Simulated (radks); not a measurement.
Question: These are the eigenvalues of the occupied orbitals of an atom or ion with whole-number occupations (hartree). Method: scalar-relativistic Kohn-Sham, PBE, spin-polarised, spherical densities, finite nucleus; Fermi nuclear charge, rms radius of each element as measured or else 0.836 A^(1/3) + 0.57 fm; computed with a radial shooting solver on a logarithmic mesh with Libxc functionals.

| orbital | eigenvalue |
|---|---|
| 1s | -134.7676 |
| 2s | -17.99657 |
| 2p | -15.34121 |
| 3s | -5.35903 |

Which element is it, and in what charge state? The configuration may be excited. Open shells, if any, are filled with parallel spins first.

Answer: Z = 19, potassium, charge +7: K7+ in [Ne] 3s2. The list shows which subshells hold electrons but not how many an open one holds; the 1s level, -134.77 hartree, gives Z - s = 16.4 by -(Z - s)^2/2, which with screening and relativity narrows Z to a few neighbours, and the depths of the outer levels then fix element, charge and occupations together.
